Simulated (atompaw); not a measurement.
## Before and after: PAW (atompaw) potential for Ni (Z = 28)

| Property | Result |
| --- | --- |
| Element | nickel (Ni) |
| Generator | atompaw 4.2.0.5 |
| Type | PAW |
| Functional | PBEsol |
| Relativity | scalar-relativistic |
| Frozen core | [Ne] |
| Valence charge | 18 |
| Reference configuration | 3s2 3p6 3d8.5 4s1.5 4p0 |
| Partial waves | 3s (bound); 4s (bound); 3p (bound); 4p (bound, empty); 3d (bound); 3d channel at 1.95 Ry |
| Local potential | troulliermartins scheme with l = 3 at 0.5 Ry, radius 1.25 bohr |
| Core correction | smooth core density matched at 0.95 bohr |
| Augmentation charge | sinc compensation charge, radius 1.50 bohr; PAW radius 1.55 bohr; waves and projectors: bloechl |

All-electron outer shells of the reference configuration (PBEsol, scalar-relativistic, ld1.x):

```json
{"shell": "2s", "level (eV)": "-977.84", "outermost node (bohr)": "0.07", "outermost maximum (bohr)": "0.21"}
{"shell": "2p", "level (eV)": "-841.17", "outermost node (bohr)": "–", "outermost maximum (bohr)": "0.16"}
{"shell": "3s", "level (eV)": "-108.06", "outermost node (bohr)": "0.30", "outermost maximum (bohr)": "0.64"}
{"shell": "3p", "level (eV)": "-68.61", "outermost node (bohr)": "0.27", "outermost maximum (bohr)": "0.65"}
{"shell": "3d", "level (eV)": "-6.61", "outermost node (bohr)": "–", "outermost maximum (bohr)": "0.63"}
{"shell": "4s", "level (eV)": "-5.05", "outermost node (bohr)": "0.92", "outermost maximum (bohr)": "2.29"}
{"shell": "4p", "level (eV)": "-0.93", "outermost node (bohr)": "1.01", "outermost maximum (bohr)": "3.38"}
```

Change: local potential troulliermartins scheme with l = 3 at 0.5 Ry, radius 0.66 bohr.

Cutoffs: the cutoffs (Ry, on a coarse ladder) from which the occupation-weighted sum of valence levels, in a spherical-Bessel basis at the reference potential, stays within 10 and 1 mRy of its value at 400 Ry; they do not see the model core or the augmentation charge, which bear on the density cutoff.

Task: What does the change do?

Result: The range in which the s phases agree narrows (upper end at the end of the scan → 0.6); the range in which the p phases agree narrows (upper end at the end of the scan → 3.4); neither file shows a bound ghost.

| quantity | base | changed |
| --- | --- | --- |
| cutoffs, loose and tight | 110 Ry, 160 Ry | not determined |
| bound ghosts | none | none |
| s: phases at 1.56 bohr within 0.05 rad from the reference energy up to (Ry; the scan ends near 5) | to the end of the scan | 0.6 |
| p: phases at 1.56 bohr within 0.05 rad from the reference energy up to (Ry; the scan ends near 5) | to the end of the scan | 3.4 |
| d: phases at 1.56 bohr within 0.05 rad from the reference energy up to (Ry; the scan ends near 5) | to the end of the scan | to the end of the scan |
| lowest overlap eigenvalue by channel | s 0.49, p 0.96, d 1.00 | s 0.02, p 0.28, d 1.00 |

 The cutoffs see the waves, projectors and local potential, not the compensation charge or the core.
